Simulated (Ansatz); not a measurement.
AlFH2S2 (`[F][Al]([SH])[SH]`), relaxed with RKS PBE0-D4/def2-TZVP in Ansatz 0.2.0 from a PBE-D4/def2-SVP geometry. The force threshold is 0.005 eV/Å; the program also tests the step.

Total charge 0; spin multiplicity 1.

Start:

```xyz
6

F     0.804   -1.479   -0.396
Al    0.024   -0.044   -0.012
S    -2.104   -0.070    0.477
S     1.147    1.829   -0.008
H    -2.162   -1.424    0.320
H     2.292    1.188   -0.380
```

```csv
step,energy (eV),largest force (eV/Å),largest move (Å)
1,-31010.8306,0.721,0.000
2,-31010.8536,0.429,0.025
3,-31010.8599,0.048,0.018
4 (rejected),-31010.8599,0.046,0.020
5,-31010.8602,0.004,0.009
```

End:

```xyz
6

F     0.788   -1.449   -0.387
Al    0.022   -0.041   -0.011
S    -2.086   -0.078    0.477
S     1.143    1.811   -0.014
H    -2.138   -1.412    0.310
H     2.270    1.170   -0.375
```

Hardware: 4 threads of an Arm Neoverse V1 on a shared host. Wall time 11 s, peak host memory 0.36 GiB.
